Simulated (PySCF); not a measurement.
Match the calculated data to a structure.

All candidates are C7H10OSi.

| technique | computed result |
| --- | --- |
| Rotational structure | rotational constants A, B, C: 5.179, 0.641, 0.601 GHz [GFN2-xTB] |
| 1H NMR | chemical shifts (computed TMS as zero) by class: 7.27 (1 H), 7.11 (1 H), 4.46 (3 H), 1.59 (1 H), 1.09 (2 H), 0.46 (2 H) ppm [GIAO PBE0/pcSseg-1] |
| NMR, other nuclei | isotropic shieldings of nuclei other than C and H, by class: 16 (1 O), 436 (1 Si) ppm [GIAO PBE0/pcSseg-1] |
| 13C NMR | chemical shifts (computed TMS as zero) by class: 151.5 (1 C), 144.6 (1 C), 139.1 (1 C), 132.3 (1 C), 15.9 (2 C), 10.3 (1 C) ppm [GIAO PBE0/pcSseg-1] |
| Dipole | 1.33 D [PBE0/pcSseg-1] |

Gas-phase values; electronic properties from PySCF, density fitting. Levels stand in brackets. Geometry: GFN2-xTB, one conformer, isolated molecule. GFN2-xTB frequencies show an imaginary mode (28i cm⁻¹), so this geometry is no minimum at that level. Each NMR value is the plain mean over a class of atoms that symmetry, rotation or inversion makes alike.

Question: Which candidate is it?
A. `C#CC(=O)/C=C/[SiH](C)C`
B. `C=C1C=C([SiH2]C)C=CO1`
C. `[SiH3]c1cc(C2CC2)co1`
D. `C#CC1=C[C@@H](C)[Si@H](O)C1`
E. `CO[SiH2]c1ccccc1`

Answer: C. It is `[SiH3]c1cc(C2CC2)co1`. Numbering: `[SiH3:1][c:2]1[cH:3][c:4]([CH:5]2[CH2:6][CH2:7]2)[cH:8][o:9]1`. Its formula, C7H10OSi, gives 4 degrees of unsaturation: 2 rings and 2 π bonds in the structure found (Kekulé form). 7 carbons fall into 6 classes; from least to most shielded: substituted aromatic carbon [C2] (151.5 ppm), aromatic CH next to a ring oxygen [C8] (144.6 ppm), substituted aromatic carbon [C4] (139.1 ppm), aromatic CH carbon [C3] (132.3 ppm), three-membered-ring carbon [C6/C7] (15.9 ppm, 2 C), benzylic-type carbon [C5] (10.3 ppm). Hydrogen classes from least to most shielded: 1 H on an aromatic CH next to a ring oxygen, C8 (7.27 ppm), 1 H on an aromatic CH carbon, C3 (7.11 ppm), 3 H on an SiH3 silicon, Si1 (4.46 ppm), 1 H on a benzylic-type carbon, C5 (1.59 ppm), 2 H on 2 three-membered-ring carbons, C6/C7 (1.09 ppm), 2 H on 2 three-membered-ring carbons, C6/C7 (0.46 ppm). The other shieldings belong to: 16 ppm, furan-type oxygen [O9]; 436 ppm, SiH3 silicon [Si1]. By its constants the optimised geometry is an asymmetric top.

The others, at the same levels:
- `C#CC(=O)/C=C/[SiH](C)C` fails: its computed 13C shifts are 176.9 (1 C), 158.1 (1 C), 149.8 (1 C), 88.4 (1 C), 87.3 (1 C), -2.6 (2 C) ppm, 1H shifts are 7.88 (1 H), 7.05 (1 H), 4.61 (1 H), 2.75 (1 H), 0.25 (6 H) ppm and rotational constant A is 3.045 GHz (against 5.179 GHz).
- `C#CC1=C[C@@H](C)[Si@H](O)C1` fails: it has 7 carbon classes against 6; its computed 13C shifts are 156.4 (1 C), 127.9 (1 C), 88.0 (1 C), 87.4 (1 C), 33.7 (1 C), 27.5 (1 C), 18.0 (1 C) ppm, 1H shifts are 6.47 (1 H), 4.99 (1 H), 2.68 (1 H), 1.86 (1 H), 1.82 (1 H), 1.53 (1 H), 1.24 (1 H), 1.15 (3 H) ppm and rotational constant A is 2.232 GHz (against 5.179 GHz).
- `CO[SiH2]c1ccccc1` fails: it has 5 carbon classes against 6; its computed 13C shifts are 139.3 (2 C), 137.0 (1 C), 135.4 (1 C), 132.9 (2 C), 54.2 (1 C) ppm, 1H shifts are 7.83 (2 H), 7.66 (2 H), 7.66 (1 H), 5.39 (2 H), 4.02 (3 H) ppm and rotational constant A is 3.843 GHz (against 5.179 GHz).
- `C=C1C=C([SiH2]C)C=CO1` fails: it has 7 carbon classes against 6; its computed 13C shifts are 162.7 (1 C), 154.0 (1 C), 139.2 (1 C), 137.5 (1 C), 109.7 (1 C), 89.7 (1 C), -4.7 (1 C) ppm, 1H shifts are 6.69 (1 H), 6.29 (1 H), 5.20 (1 H), 4.39 (1 H), 4.28 (2 H), 4.15 (1 H), 0.21 (3 H) ppm and rotational constant A is 2.803 GHz (against 5.179 GHz).

Each candidate is one conformer, not necessarily the lowest. The conformers computed, where there is a choice (atom-mapped SMILES and torsion angles):
- `[SiH3:1][c:2]1[cH:3][c:4]([CH:5]2[CH2:6][CH2:7]2)[cH:8][o:9]1`: C3–C4–C5–C6 -146°
- `[CH:1]#[C:2][C:3](=[O:4])/[CH:5]=[CH:6]/[SiH:7]([CH3:8])[CH3:9]`: C2–C3–C5–C6 180°, C5–C6–Si7–C8 121°
- `[CH3:1][O:2][SiH2:3][c:4]1[cH:5][cH:6][cH:7][cH:8][cH:9]1`: C1–O2–Si3–C4 180°, O2–Si3–C4–C5 1°
- `[CH2:1]=[C:2]1[CH:3]=[C:4]([SiH2:5][CH3:6])[CH:7]=[CH:8][O:9]1`: C3–C4–Si5–C6 94°

The conformers of `C#CC1=C[C@@H](C)[Si@H](O)C1` aren't listed.
